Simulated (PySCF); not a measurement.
Species: C7H7F.
Structure used (GFN2-xTB), in Å, numbered top down from 1:
```xyz
15
C7H7F angstrom
C      4.664   -0.542    0.121
C      3.501   -0.236    0.052
C      2.188    0.105   -0.017
C      1.019    0.389   -0.109
C     -0.386    0.738   -0.157
F     -0.621    1.847    0.648
C     -1.264   -0.424    0.318
C     -2.746   -0.105    0.165
H      5.676   -0.807    0.178
H     -0.664    1.049   -1.176
H     -1.031   -0.621    1.367
H     -0.999   -1.308   -0.265
H     -2.995    0.797    0.720
H     -3.000    0.051   -0.881
H     -3.347   -0.926    0.549
```

The geometry is computed with GFN2-xTB (gas phase).

Masses are those of the commonest isotopes; rigid-rotor values at the optimised geometry. The values belong to one conformer with, in the numbering `[CH:1]#[C:2][C:3]#[C:4][C@H:5]([F:6])[CH2:7][CH3:8]`, C4–C5–C7–C8 -175°.

Problem. What are A, B and C (MHz)?

Solution. Ia = 78.40, Ib = 642.20, Ic = 699.80 u·Å²; 505379 MHz·u·Å²/I gives A = 6447, B = 786.9, C = 722.2 MHz.

Problem. Classify the top.

Solution. A near-prolate asymmetric top; Ray's κ = -0.977.

Problem. Is it planar, by Δ = Ic − Ia − Ib?

Solution. Not planar: Δ = Ic − Ia − Ib = -20.80 u·Å². For a rigid frame Δ = −2 Σ m c², so Σ m c² = 10.40 u·Å² lies off the ab plane: 5.51 from hydrogen and 4.89 from heavier atoms. The atom farthest from that plane is 1.45 Å away.

Problem. Give the other two planar moments, Paa and Pbb, and the rms extents of the mass along the axes.

Solution. Paa = Σ m a² = (Ib + Ic − Ia)/2 = 631.80 and Pbb = Σ m b² = (Ia + Ic − Ib)/2 = 68.00 u·Å². With the mass M = 110.05 u, the rms extents √(P/M) along a, b and c are 2.40, 0.79, 0.31 Å.

Problem. Where do the levels up to J = 5 lie, in cm⁻¹?

Solution. Above 0(0,0):
J = 1: 1(0,1) 0.0503, 1(1,1) 0.2391, 1(1,0) 0.2413
J = 2: 2(0,2) 0.1510, 2(1,2) 0.3376, 2(1,1) 0.3441, 2(2,1) 0.9105, 2(2,0) 0.9105
J = 3: 3(0,3) 0.3019, 3(1,3) 0.4854, 3(1,2) 0.4984, 3(2,2) 1.0615, 3(2,1) 1.0616, 3(3,1) 2.0108, 3(3,0) 2.0108
J = 4: 4(0,4) 0.5031, 4(1,4) 0.6824, 4(1,3) 0.7040, 4(2,3) 1.2628, 4(2,2) 1.2631, 4(3,2) 2.2122, 4(3,1) 2.2122, 4(4,1) 3.5412, 4(4,0) 3.5412
J = 5: 5(0,5) 0.7544, 5(1,5) 0.9286, 5(1,4) 0.9610, 5(2,4) 1.5145, 5(2,3) 1.5151, 5(3,3) 2.4640, 5(3,2) 2.4640, 5(4,2) 3.7930, 5(4,1) 3.7930, 5(5,1) 5.5017, 5(5,0) 5.5017
The levels of one J sum to (2J + 1)J(J + 1)(A + B + C)/3.

Problem. Estimate the classical rotational partition function at 100 K, 200 K and 500 K.

Solution. Point group C1, symmetry number σ = 1; q = (√π/σ)·√((kT/h)³/(ABC)), k/h = 20836.6 MHz/K: 88100 at 100 K, 249000 at 200 K, 985000 at 500 K.

No frequency check. Constants of a rigid frame at the computed geometry: no zero-point averaging, no centrifugal distortion.
